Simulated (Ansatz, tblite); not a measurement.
Forces on cis-[VF2(H2O)4]+ (VO₄F₂H₈⁺) at its PBE0-D4/def2-SVP geometry. Charge 1, multiplicity 3.

The xTB rows come from tblite.

GFN2-xTB (tblite), largest force 0.53 eV/Å:

```xyz
15
positions Å, forces eV/Å
V     0.110   -0.228   -0.364    0.057   -0.113   -0.217
F     0.425    0.522   -1.930   -0.084   -0.333    0.406
O    -0.354   -0.493    1.713   -0.001   -0.056    0.048
H     0.168   -0.035    2.387    0.019   -0.011   -0.028
H    -0.393   -1.425    1.972   -0.030    0.031   -0.039
F     0.267   -1.985   -0.407    0.003    0.513   -0.120
O    -0.254    1.758    0.361   -0.016    0.066   -0.059
H    -1.145    1.975    0.671    0.003   -0.029   -0.012
H    -0.011    2.442   -0.280    0.046   -0.049    0.020
O    -1.900   -0.349   -0.946   -0.296    0.076   -0.066
H    -2.290   -1.235   -0.912    0.049   -0.112    0.064
H    -1.962   -0.068   -1.873    0.014    0.032   -0.068
O     2.154   -0.159    0.091    0.265   -0.028    0.146
H     2.683    0.344   -0.547   -0.039    0.093   -0.083
H     2.502   -1.064    0.065    0.010   -0.080    0.009
```

PBE-D4/def2-TZVP (Ansatz), largest force 0.87 eV/Å:

```
V -0.131 0.305 0.468
F 0.161 0.336 -0.779
O -0.257 0.117 -0.081
H 0.211 0.194 0.251
H -0.026 -0.336 0.097
F 0.076 -0.862 -0.058
O 0.207 -0.071 0.197
H -0.354 0.069 0.132
H 0.107 0.249 -0.222
O -0.060 0.211 0.246
H -0.158 -0.358 0.047
H -0.044 0.133 -0.364
O -0.089 0.145 0.289
H 0.207 0.231 -0.245
H 0.150 -0.363 0.021
```

r2SCAN-D4/def2-TZVP (Ansatz), largest force 0.59 eV/Å:

```
V -0.122 0.277 0.429
F 0.114 0.238 -0.518
O -0.021 -0.041 0.090
H -0.006 0.011 -0.012
H -0.006 0.025 0.004
F 0.038 -0.583 -0.029
O -0.013 0.099 0.003
H 0.005 -0.012 0.014
H 0.003 -0.011 0.024
O -0.086 -0.029 -0.065
H -0.007 0.001 0.026
H -0.020 0.013 0.009
O 0.107 -0.017 -0.017
H 0.001 0.022 0.015
H 0.011 0.007 0.027
```
